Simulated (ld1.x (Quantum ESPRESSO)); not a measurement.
What one change does to a pseudopotential (Fe (Z = 26), ultrasoft)

iron (Fe), ultrasoft, made with ld1.x (Quantum ESPRESSO) 7.5 (LDA (PZ), scalar-relativistic). Core [Ar], reference 3d7 4s1 4p0. Waves: 4s (bound): rcut 2.45, rcutus 3.05 bohr; 4s channel at 1.7 Ry: rcut 2.45, rcutus 3.05 bohr; 4p (bound, empty): rcut 3.05, rcutus 3.75 bohr; 4p channel at 0.75 Ry: rcut 3.05, rcutus 3.75 bohr; 3d (bound): rcut 1.75, rcutus 2.10 bohr; 3d channel at 3.5 Ry: rcut 1.75, rcutus 2.10 bohr. Local part: all-electron potential smoothed inside 1.90 bohr (lloc = -1). Core correction: a·sin(br)/r model core inside 1.90 bohr. Augmentation charge: PSQ, inside the norm-conserving radii.

All-electron outer shells of the reference configuration (LDA (PZ), scalar-relativistic, ld1.x):

```csv
shell,level (eV),outermost node (bohr),outermost maximum (bohr)
3s,-89.00,0.33,0.70
3p,-55.54,0.30,0.72
4s,-4.48,1.01,2.50
3d,-4.06,–,0.72
4p,-0.96,1.12,3.69
```

Change: local potential all-electron potential smoothed inside 3.45 bohr (lloc = -1).

Cutoffs: the cutoffs (Ry, on a coarse ladder) from which the occupation-weighted sum of valence levels, in a spherical-Bessel basis at the reference potential, stays within 10 and 1 mRy of its value at 400 Ry; they do not see the model core or the augmentation charge, which bear on the density cutoff. Errors are all-electron minus pseudo energies relative to the spin-unpolarised reference configuration.

Q: Predict the effect on cutoff, ghosts and configuration errors.

A: The potential gets harder (21 Ry and 40 Ry → 25 Ry and 40 Ry); of the 9 tests that both files solve, the error grows in 7 and shrinks in 0 by more than 15 % and 0.3 meV (median size 100.4 → 180.9 meV); the range in which the s phases agree widens (upper end 2.7 → 4.0); neither file shows a bound ghost.

```tsv
quantity	base	changed
cutoff, loose	21 Ry	25 Ry
cutoff, tight	40 Ry	40 Ry
bound ghosts	none	none
error for 3d6 4s2 4p0, meV [ΔE 0.83 eV]	-115	-158
error for 3d6 4s1 4p0, meV [ΔE 9.81 eV]	-77	-165
error for 3d6 4s0 4p0, meV [ΔE 26.30 eV]	-44	-235
error for 3d4 4s0 4p0, meV [ΔE 114.21 eV]	-1379	-1589
error for 3d6.5 4s1.5 4p0, meV [ΔE 0.08 eV]	-22	-34
error for 3d6 4s0 4p2, meV [ΔE 9.44 eV]	-89	-181
error for 3d6 4s1 4p1, meV [ΔE 5.01 eV]	-100	-166
error for 3d7 4s1 4p0 (spin-polarised), meV [ΔE -2.15 eV]	+1547	+1524
error for 3d6 4s2 4p0 (spin-polarised), meV [ΔE -2.56 eV]	+3193	+3121
s: phases at 4.05 bohr within 0.05 rad from the reference energy up to (Ry; the scan ends near 5)	2.7	4.0
p: phases at 4.05 bohr within 0.05 rad from the reference energy up to (Ry; the scan ends near 5)	1.6	1.6
d: phases at 4.05 bohr within 0.05 rad from the reference energy up to (Ry; the scan ends near 5)	0.5	0.1
lowest overlap eigenvalue by channel	s 0.58, p 0.54, d 0.85	s 0.65, p 0.75, d 0.93
```
